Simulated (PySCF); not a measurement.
GeS, optimised at PBE0/def2-TZVP:

```xyz
2

S      0.0033    -0.7424     0.6806
Ge    -0.0033     0.7424    -0.6806
```

Energies from PySCF (xtb for GFN2), thermal terms from the rigid-rotor harmonic-oscillator model, ideal gas at 1 bar. 6-31G* has spherical d functions here. All species are closed-shell singlets. B3LYP is the form with VWN-RPA correlation. Ge: all electrons, no relativistic terms.

Q: List the harmonic frequencies (cm⁻¹, unscaled) at this level and at the other levels, each on its own geometry.

A: 
- PBE0/def2-TZVP: 594
- B3LYP/6-31G*: 567
- GFN2-xTB: 608
- HF/6-31G*: 631
- PBE/def2-SVP: 560
